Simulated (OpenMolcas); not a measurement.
## Ti2+ in KMgF3: curves along the breathing mode

Ti2+ with its 6 nearest fluoride ions, on the Mg site of KMgF3 (a = 3.973 Å, distance in the model lattice 1.986 Å). The rest of the host is ab initio model potentials to 7.6 Å, with orthogonalisation functions on the cations behind the ligands, and point charges beyond; the distance is set by hand and nothing relaxes. Ligand basis ANO-RCC-VDZP.

```yaml
Program: OpenMolcas
Method: "SS-CASPT2, IPEA 0.25 Eh, imaginary shift 0.1 Eh (closed shells correlated: 3s 3p and the ligand valence shells)"
Basis: ANO-RCC-VDZP [5s4p2d1f]
Scalar_Hamiltonian: DKH2, point nucleus
Active_space: 2 electrons in 5 orbitals (3d)
State_averaging: 2S+1 = 3 even, 10 roots; 2S+1 = 1 even, 15 roots
Spin-orbit_coupling: RASSI with atomic mean-field integrals over the reference wave functions
```

Spin-free energies (labels of O, the rotations of Oh) in cm-1 above the lowest fitted minimum, as all ligands move together:

```csv
R (Å),3T1,1T2,1E,3T2,1A1,3T1(2),1T2(2)
1.967,910,10510,10800,19520,21690,28350,30790
2.013,-30,9590,9940,16640,20630,25600,28020
2.059,1670,11350,11720,16630,22210,25660,28100
2.106,6050,15690,16180,19490,26430,28560,31020
2.152,12910,22570,23120,25010,33150,34190,36630
2.198,22520,32120,32750,33380,42540,42620,45080
2.245,35360,44920,45610,45140,55150,54410,56840
```

Cubic fits give the following; the wavenumber is harmonic, with the mass of all moving ligands, small differences in it between states hang on the degree of the fit, a number in brackets counts states of one label, and the table is a selection of at most 14 states with clean curves.

| State | R0 (Å) | Breathing mode (cm-1) | Minimum (cm-1) |
| --- | --- | --- | --- |
| 3T1 | 2.006 | 589 | 0 |
| 1T2 | 2.005 | 587 | 9630 |
| 1E | 2.004 | 589 | 9950 |
| 3T2 | 2.037 | 619 | 16330 |
| 1A1 | 2.008 | 588 | 20680 |
| 3T1(2) | 2.036 | 618 | 25310 |
| 1T2(2) | 2.036 | 618 | 27750 |
| 1T1 | 2.036 | 616 | 30550 |
| 3A2 | 2.065 | 643 | 33050 |
| 1E(2) | 2.064 | 641 | 44760 |
| 1A1(2) | 2.062 | 640 | 58210 |

The minimum of 3T2 is shifted by +0.0311 Å against 3T1 (from the unrounded fits). With M = 114.0 u for the moving shell, the Huang-Rhys factor in this mode is S = M ω ΔR² / 2ħ = 0.01483 × 114.0 × 589 × 0.0311² = 0.96. Only the first shell moves, against a rigid host.

Roots that are degenerate in the reference are averaged as groups; the widest CASPT2 spread within a group is 150 cm-1 (the 3-fold group of multiplicity 3 near 0 cm-1 above the lowest state of its run, R = 2.198). Shifts and gaps below about the spread of the groups concerned are not significant. Over all roots computed the reference weight is 0.75 in R = 1.967, 0.75 in R = 2.013, 0.75 to 0.76 in R = 2.059, 0.75 to 0.76 in R = 2.106, 0.75 to 0.76 in R = 2.152, 0.75 to 0.76 in R = 2.198, 0.75 to 0.76 in R = 2.245; a low but even weight reflects the number of correlated electrons. An orbital triplet at a regular site is open to Jahn-Teller coupling, which can distort the site and quench the lowest spin-orbit gaps and is left out. Ligand-to-metal charge-transfer states are missing. With no ligand orbital active B as a rule stays too high, so bands that hang on it stand too high and its fall with covalency is understated. With one d shell and no ligand orbital active, 10Dq can be off by tens of per cent for divalent 3d ions, low with halides held by bare charges and at times high in hosts. Free-ion shares, where given, are those of the reference states; single-state CASPT2 does not remix them (holds for R = 2.059; R = 2.106; R = 2.152; R = 2.198; R = 2.245). No measured value stands beside these numbers.
